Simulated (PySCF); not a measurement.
# Substituent effects on chemical shifts

Parent skeleton `[CH:1]1=[CH:2][SiH2:3][CH:4]=[CH:5]1`; one hydrogen on atom 1 is replaced by X. Hydrogens on one atom are averaged.

PySCF 2.14.0 with density-fitted response routines calculation with geometry: GFN2-xTB and shieldings: GIAO PBE0/pcSseg-1; gas phase, no relativistic terms, one conformer, averaged over atoms made equivalent by symmetry, fast rotation or ring inversion.

Shifts are taken against calculated references (same method and geometry level): 13C and 29Si and 1H against TMS.

Parent (X = H): C1 156.7, C2 134.6, Si3 -46.1, C4 134.6, C5 156.7, H(C2) 6.26, H(Si3) 4.60, H(C4) 6.26, H(C5) 7.35 ppm. Effects are Δδ = δ(X) − δ(H), positive for deshielding.

Four derivatives gave (Δδ, ppm):
| compound | C1 | C2 | Si3 | C4 | C5 | H(C2) | H(Si3) | H(C4) | H(C5) |
| --- | --- | --- | --- | --- | --- | --- | --- | --- | --- |
| 1 | +15.7 | -10.2 | +3.1 | +1.8 | +1.9 | -0.57 | +0.03 | +0.03 | -0.12 |
| 2 | +24.9 | -36.2 | -0.3 | +4.5 | -4.4 | -1.21 | +0.09 | +0.18 | -0.27 |
| 3 | +13.3 | -49.1 | +2.2 | +4.2 | -4.7 | -2.41 | +0.14 | +0.19 | -0.05 |
| 4 | +9.2 | -5.1 | +7.5 | -1.4 | +3.0 | +0.65 | +0.30 | +0.14 | +1.75 |

Problem. Their substituents are 2-pyridyl, F, NMe2, nPr. Which is which?

Solution. 1: X = nPr (CCCC1=C[SiH2]C=C1); 2: X = F (FC1=C[SiH2]C=C1); 3: X = NMe2 (CN(C)C1=C[SiH2]C=C1); 4: X = 2-pyridyl (C1=CC(c2ccccn2)=C[SiH2]1).
